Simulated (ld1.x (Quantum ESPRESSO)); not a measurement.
## What one change does to a pseudopotential (Cl (Z = 17), TM)

ld1.x (Quantum ESPRESSO) 7.5 input, shortened:

```
&input
   title='Cl', zed=17., rel=1, dft='PBE', iswitch=3,
   config='[Ne] 3s2 3p3.5 3d-2'
 /
 &inputp
   pseudotype=2, tm=.true., lloc=1,
   nlcc=.true., new_core_ps=.true., rcore=0.80
 /
3
3S  1  0   2.00   0.00  1.20  1.20  0.0
3D  3  2  -2.00   0.45  1.45  1.45  0.0
3P  2  1   3.50   0.00  1.45  1.45  0.0
 &test
   configts(1)='3s2 3p3.5'
 /
```

Change: reference 3s1.5 3p5.5.

Cutoffs: the cutoffs (Ry, on a coarse ladder) from which the occupation-weighted sum of valence levels, in a spherical-Bessel basis at the reference potential, stays within 10 and 1 mRy of its value at 400 Ry; they do not see the model core or the augmentation charge, which bear on the density cutoff. Errors are all-electron minus pseudo energies relative to the spin-unpolarised reference configuration.

Task: What does the change do?

Result: The potential gets softer (50 Ry and 80 Ry → 45 Ry and 70 Ry); neither file shows a bound ghost.

| quantity | base | changed |
| --- | --- | --- |
| cutoff, loose | 50 Ry | 45 Ry |
| cutoff, tight | 80 Ry | 70 Ry |
| loose cutoff by channel (10 mRy a level) | s 30 Ry, p 15 Ry | s 30 Ry, p 12 Ry |
| bound ghosts | none | none |
| largest error over its own tests, meV | +117 | +190 |
| s: phases at 1.60 bohr within 0.05 rad from the reference energy up to (Ry; the scan ends near 5) | 4.8 | to the end of the scan |
| p: phases at 1.60 bohr within 0.05 rad from the reference energy up to (Ry; the scan ends near 5) | to the end of the scan | to the end of the scan |
| d: phases at 1.60 bohr within 0.05 rad from the reference energy up to (Ry; the scan ends near 5) | to the end of the scan | to the end of the scan |
